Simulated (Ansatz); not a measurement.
Consider the ligand exchange at a Ge–O bond: `FC(F)(F)C[O][Ge]([Cl])([Cl])[Cl]` + H–F → `[F][Ge]([Cl])([Cl])[Cl]` + `OCC(F)(F)F`.

Computed with Ansatz on PBE0-D4/def2-TZVP structures; ΔE is electronic, products minus reactants. CCSD(T)/CBS adds triple-zeta CCSD(T) − MP2 to the extrapolated MP2 energy (def2 sets, frozen cores). This one scheme is used for every species. DFT in def2-TZVPP. B3LYP here is the variant with VWN-RPA as its local correlation; programs differ in this. HSE06 is defined as in plane-wave codes. For Ge outer-core shells are correlated without core-valence functions, which leaves a few kJ/mol of doubt a bond. Scalar relativity is left out up to krypton. Each species was taken in one conformer, which may not be the lowest.

```
             level  ΔE (kJ/mol)  difference from CCSD(T)/CBS
            PBE-D4        -29.6                        -10.2
         revPBE-D4        -25.7                         -6.3
           BLYP-D4        -28.2                         -8.8
          B3LYP-D4        -27.7                         -8.3
      CAM-B3LYP-D4        -30.8                        -11.4
           ωB97M-V        -30.2                        -10.8
              PBE0        -35.4                        -16.0
             HSE06        -35.2                        -15.8
           LC-ωPBE        -37.4                        -18.0
RPA@PBE/def2-TZVPP        -21.4                         -2.0
      MP2/def2-SVP        -26.6                         -7.2
     CCSD/def2-SVP        -30.7                        -11.3
SCS-MP2/def2-TZVPP        -22.3                         -2.9
CCSD(T)/def2-TZVPP        -20.8                         -1.4
SCS-MP2/def2-QZVPP        -22.2                         -2.8
      HF/CBS(def2)        -42.0                        -22.6
       CCSD(T)/CBS        -19.4                            0
```

Largest T1 diagnostic among the species: 0.011.

Leaving LDA and LC-ωPBE aside and taking each functional with its dispersion term where it has one, the values, not all of them listed here, spread over 9.6 kJ/mol, from B97M-V to revPBE-D4. LDA lies +9.4 kJ/mol from PBE without D4. At CCSD(T), def2-SVP lies −9.2 kJ/mol from the extrapolated value and def2-TZVPP −1.4 kJ/mol. In def2-TZVPP, CCSD(T) changes the Hartree–Fock value by +19.8 kJ/mol (the triples alone add +2.9 kJ/mol) and MP2 by +24.3 kJ/mol.

CCSD(T)/CBS has its own doubt, a few kJ/mol and more with outer-core shells, so smaller differences from it don't rank the levels.
